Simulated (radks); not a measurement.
Polarisability of the nitrogen ion N4+, [He] 2s1, at imaginary frequency. All-electron calculation, scalar-relativistic Kohn-Sham, LDA (Slater exchange, Perdew-Wang correlation), spin-polarised, spherical densities, finite nucleus; open shells are filled with parallel spins first; Fermi nuclear charge, rms radius 2.5582 fm. Program: a radial shooting solver on a logarithmic mesh with Libxc functionals. Response by self-consistent Sternheimer equations with the Hartree and adiabatic LDA kernel, the relativistic mass of each level held fixed and spin-orbit coupling left out.

| w (hartree) | alpha1(iw) (bohr^3) | alpha2(iw) (bohr^5) |
|---|---|---|
| 0.00266 | 1.577 | 0.5144 |
| 0.0143 | 1.575 | 0.5144 |
| 0.0360 | 1.564 | 0.5143 |
| 0.0697 | 1.531 | 0.5139 |
| 0.118 | 1.452 | 0.5129 |
| 0.186 | 1.301 | 0.5107 |
| 0.280 | 1.069 | 0.5061 |
| 0.413 | 0.7877 | 0.4967 |
| 0.605 | 0.5204 | 0.4779 |
| 0.892 | 0.3169 | 0.4412 |
| 1.35 | 0.1837 | 0.3737 |
| 2.12 | 0.1015 | 0.2668 |
| 3.59 | 0.05022 | 0.1412 |
| 6.94 | 0.02003 | 0.04786 |
| 17.5 | 0.005463 | 0.008430 |

Static values: alpha1 = 1.577 bohr^3 (0.2337 angstrom^3; uncoupled 1.857), alpha2 = 0.5144 bohr^5, alpha3 = 0.8599 bohr^7. C6 = 0.7984, C8 = 2.317, triple-dipole C9 = 0.9102 atomic units. One-pole (London) frequency 4 C6 / (3 alpha1^2) = 0.428 hartree, against 3.272 for minus the highest occupied eigenvalue.
